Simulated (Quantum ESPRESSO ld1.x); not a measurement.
Values are calculated unless marked as measured or tabulated.
Question: All-electron atom: Se IV in [Ar] 3d10 4s2 4p1. Level of theory: Dirac Kohn-Sham, PBE, spin-unpolarised, spherical densities, point nucleus; open shells fill j = l - 1/2 first (ld1.x of Quantum ESPRESSO 7.5).

Spin-orbit splittings of the eigenvalues, e(l+1/2) - e(l-1/2), with zeta = 2 splitting/(2l+1) and mean radii in bohr:

shell  occ.  splitting (eV)  zeta (eV)  <r> j=l-1/2  <r> j=l+1/2
2p        6           41.77      27.85       0.1685       0.1723
3p        6           5.883      3.922       0.5819       0.5924
3d       10          0.9007     0.3603       0.6240       0.6282
4p        1          0.5932     0.3955        1.866        1.892
4d        0               ?          ?        2.670        2.678

Estimate the 4d splitting.

Answer: 0.05442 eV (zeta = 0.02177 eV).
